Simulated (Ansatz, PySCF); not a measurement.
Gas-phase reaction in SMILES: C#CC[SiH2]C#C + 9 [H][H] (H2) → 5 C (CH4) + [SiH4] (SiH4)
Geometries: B3LYP-D3(BJ)/def2-TZVP minima from Ansatz (a program for electronic structure), one conformer each, not searched for the lowest. Frequencies are from Ansatz or PySCF.
Geometry of the first species:
```xyz
12

C      3.0579     1.1372     0.2799
C      1.8598     1.1296     0.1985
C      0.4170     1.0429     0.0955
Si    -0.1361    -0.7620    -0.0584
C     -1.9588    -0.8082    -0.1844
C     -3.1620    -0.8129    -0.2660
H      4.1169     1.1632     0.3531
H     -0.0644     1.4813     0.9741
H      0.0539     1.5943    -0.7763
H      0.2882    -1.5182     1.1371
H      0.4509    -1.3626    -1.2731
H     -4.2235    -0.8222    -0.3383
```

Quantity: energy of full hydrogenation (0 K, with B3LYP-D3(BJ) harmonic zero-point energies), in eV. Cores are frozen in the correlated levels unless marked. Spin-orbit coupling is left out. Non-relativistic unless marked X2C. Basis-set limits of correlation are two-point, X^-3; Hartree-Fock from the larger set.

| level | program | energy of full hydrogenation (eV) |
|---|---|---|
| BLYP/def2-TZVPD | Ansatz | … |
| B3LYP-D3(BJ)/def2-TZVPD | Ansatz + dftd3 | -7.67 |
| PBE0/6-31G* | Ansatz | -9.30 |
| PBE0-D3(BJ)/def2-TZVP | Ansatz + dftd3 | -8.46 |
| PBE0-D4/def2-TZVPD | Ansatz + dftd4 | … |
| r2SCANh-D4/def2-TZVPD | Ansatz + dftd4 | … |
| B2PLYP-D4/def2-TZVPD | Ansatz + dftd4 | -7.49 |
| RPA@PBE/cc-pV(T+d)Z | Ansatz | … |
| SCS-MP2/aug-cc-pV(D+d)Z | Ansatz | -7.83 |
| SCS-MP2/aug-cc-pV(T+d)Z | Ansatz | -7.40 |
| CCSD/cc-pV(Q+d)Z | Ansatz | -7.98 |
| X2C-CCSD(T)/cc-pVTZ-DK | Ansatz | -7.74 |
| CCSD(T) with core electrons (1s frozen past Ne)/cc-pwCVTZ | Ansatz | -7.65 |
| CCSD(T)/CBS(cc-pV(T+d)Z,cc-pV(Q+d)Z) | Ansatz | -7.63 |

Task: Complete the blanks.

Result: 
- BLYP/def2-TZVPD, energy of full hydrogenation (eV): -7.17
- PBE0-D4/def2-TZVPD, energy of full hydrogenation (eV): -8.44
- r2SCANh-D4/def2-TZVPD, energy of full hydrogenation (eV): -8.13
- RPA@PBE/cc-pV(T+d)Z, energy of full hydrogenation (eV): -7.50
